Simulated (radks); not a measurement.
Values are calculated unless marked as measured or tabulated.
Pt63+, configuration [Ne] 3s2 3p3.

Code: a radial shooting solver on a logarithmic mesh with Libxc functionals. Model: scalar-relativistic Kohn-Sham, PBE, spin-polarised, spherical densities, point nucleus; open shells are filled with parallel spins first (spin-orbit coupling, left out, can overturn this in heavy ions).

Energy parts (hartree):
total: -13819.9483
kinetic: 15860.7930
electron-nucleus: -30781.4868
Hartree: 1272.8556
exchange-correlation: -172.1101

Orbitals (lengths in bohr, moments of r in powers of bohr; r(90%) holds 90 % of the orbital's charge):
| orbital | occ. | eigenvalue (hartree) | r(90%) |
|---|---|---|---|
| 1s up | 1 | -3074.252 | 0.0313 |
| 1s down | 1 | -3073.804 | 0.0313 |
| 2s up | 1 | -690.3764 | 0.111 |
| 2s down | 1 | -690.0540 | 0.111 |
| 2p up | 3 | -624.0745 | 0.105 |
| 2p down | 3 | -623.6166 | 0.105 |
| 3s up | 1 | -277.2243 | 0.252 |
| 3s down | 1 | -275.7728 | 0.252 |
| 3p up | 3 | -257.7100 | 0.253 |
| 3p down | 0 | -256.2688 | 0.254 |

The highest occupied level is 3p up at -7012.6 eV. Spin moment in Bohr magnetons: 3. Summed over all electrons, <r^2> = 0.2130 bohr^2, which gives a Langevin (diamagnetic) susceptibility term of -0.169 x 10^-6 cm^3/mol. The density falls to 0.001 e/bohr^3 at r = 0.53 bohr. For comparison, the ionisation energy in NIST's Atomic Spectra Database is 6918 eV (theoretical). In exact Kohn-Sham theory the highest level is minus the ionisation energy, but local and semilocal functionals leave it too shallow, through self-interaction and a potential that decays too fast; potentials with the right tail come closer.
